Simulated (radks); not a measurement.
Results of a calculation; reference values are marked as such.
Sm XXX, configuration [Ar] 3d10 4s2 4p3 (the NIST ground configuration). Code: a radial shooting solver on a logarithmic mesh with Libxc functionals. Model: non-relativistic Kohn-Sham, TPSS, spin-polarised, spherical densities, point nucleus; open shells are filled with parallel spins first (spin-orbit coupling, left out, can overturn this in heavy ions); meta-GGA in the generalised Kohn-Sham scheme; relativity is left out, which matters for an element this heavy.

Unscreened Slater integrals over Kohn-Sham orbitals (cm^-1). They are taken over the spin-up orbitals. Empty in this configuration: 4d.

| integral | value |
|---|---|
| F0(4p,4p) | 362000 |
| F2(4p,4p) | 190320 |
| F0(4p,4s) | 362080 |
| G1(4p,4s) | 245770 |
| F0(4p,3d) | 460110 |
| F2(4p,3d) | 128890 |
| G1(4p,3d) | 42082 |
| G3(4p,3d) | 42193 |
| F0(4p,3p) | 451000 |
| F2(4p,3p) | 139720 |
| G0(4p,3p) | 37076 |
| G2(4p,3p) | 45119 |
| F0(4p,4d) | 363480 |
| F2(4p,4d) | 187720 |
| G1(4p,4d) | 231750 |
| G3(4p,4d) | 149380 |
| F0(4s,4s) | 362330 |
| F0(4s,3d) | 458140 |
| G2(4s,3d) | 40701 |
| F0(4s,3p) | 449380 |
| G1(4s,3p) | 44618 |
| F0(4s,4d) | 363560 |
| G2(4s,4d) | 179570 |
| F0(3d,3d) | 875210 |
| F2(3d,3d) | 446390 |
| F4(3d,3d) | 287250 |
| F0(3d,3p) | 809770 |
| F2(3d,3p) | 389450 |
| G1(3d,3p) | 422320 |
| G3(3d,3p) | 279450 |
| F0(3d,4d) | 469440 |
| F2(3d,4d) | 136260 |
| F4(3d,4d) | 68123 |
| G0(3d,4d) | 43791 |
| G2(3d,4d) | 55272 |
| G4(3d,4d) | 43483 |
| F0(3p,3p) | 770250 |
| F2(3p,3p) | 389390 |
| F0(3p,4d) | 456510 |
| F2(3p,4d) | 139140 |
| G1(3p,4d) | 33571 |
| G3(3p,4d) | 35266 |
| F0(4d,4d) | 365980 |
| F2(4d,4d) | 187900 |
| F4(4d,4d) | 128360 |

Derived for the open shells (J is the average intra-shell exchange parameter used in DFT+U). 4p: J = F2/5 = 38060 cm^-1.
